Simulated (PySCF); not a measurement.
Computed shifts of a molecule C₃H₈Si₂, PBE/pcSseg-1 run with PySCF, GIAO, gas phase, atoms alike by connectivity averaged where their shifts nearly agree, in ppm (number of nuclei): ¹³C: 156.5 (1), 132.7 (1), 34.5 (1). ²⁹Si: -53.2 (1), -71.7 (1). ¹H: 6.20 (1), 5.87 (1), 5.24 (1), 5.01 (1), 4.72 (1), 4.50 (1), 2.93 (1), 2.71 (1). References: ¹³C against TMS (σ = 182.0 ppm); ²⁹Si against TMS (σ = 335.4 ppm); ¹H against TMS (σ = 31.49 ppm), references at their B3LYP-D3(BJ)/def2-TZVP geometries, non-relativistic. Geometry: B3LYP-D3(BJ)/def2-SVP. Other conformers were not sampled.

Problem. Identify the compound among the candidates.
(A) C#C[SiH2][SiH2]C
(B) C#C[SiH2]C[SiH3]
(C) C[SiH2]C#C[SiH3]
(D) C=C1C[SiH2][SiH2]1

Solution. D, C=C1C[SiH2][SiH2]1
